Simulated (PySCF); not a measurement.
Distorted geometries of [WO(OH)3]+

[WO(OH)3]+ (singlet). PySCF 2.14.0, RKS PBE, W def2-SVP with ECP60, O def2-SVP, H def2-SVP; non-relativistic Hamiltonian with scalar-relativistic core potentials where named; density fitting; no spin-orbit coupling. Relaxed geometry:

```xyz
8

W    -0.2849    0.0000    0.2187
O     0.6209    0.0000    1.6464
O     0.1383    1.5062   -0.7446
H     0.6931    2.3148   -0.7224
O    -2.0695    0.0000    0.6579
H    -2.6780    0.0000    1.4273
O     0.1383   -1.5062   -0.7446
H     0.6931   -2.3148   -0.7224
```

Task: Order these distorted geometries by energy above the relaxed one, lowest first.
A.
```xyz
8

W    -0.2873    0.0437    0.1952
O     0.6068   -0.0299    1.6307
O     0.1041    1.5141   -0.7794
H     0.8109    2.2542   -0.6759
O    -2.1436   -0.0147    0.6908
H    -2.7199    0.0892    1.4438
O     0.1632   -1.5406   -0.7328
H     0.7171   -2.3159   -0.7560
```
B.
```xyz
8

W    -0.3880   -0.0729    0.3382
O     0.5777   -0.0654    1.7862
O     0.1123    1.4822   -0.6361
H     0.8862    2.2450   -0.7535
O    -2.0255    0.1183    0.5495
H    -2.6770   -0.0620    1.2854
O     0.1422   -1.5066   -0.7286
H     0.6236   -2.1387   -0.8248
```
C.
```xyz
8

W    -0.4826    0.0184    0.3248
O     0.5287    0.1511    1.7218
O     0.3319    1.3713   -0.6995
H     0.8407    2.4131   -1.1018
O    -1.9942   -0.1195    0.5007
H    -2.6471    0.0932    1.2221
O     0.1086   -1.7187   -0.5717
H     0.5653   -2.2088   -0.3801
```

Result: A (0.34 eV), B (2.58 eV), C (9.16 eV).

Task: Which forces (eV/Å) act in the one that lies 2.58 eV up?

Result: 
```
W    13.49   1.22  -2.52
O    -1.82  -0.26  -1.35
O     1.60   0.85   0.46
H    -2.46  -2.69   0.63
O   -10.10   0.23   2.75
H    -0.10   0.35  -0.59
O   -10.56  13.43   2.63
H     9.96 -13.14  -2.01
```
Forces carry noise of the integration grid, about 0.01 to 0.03 eV/Å.
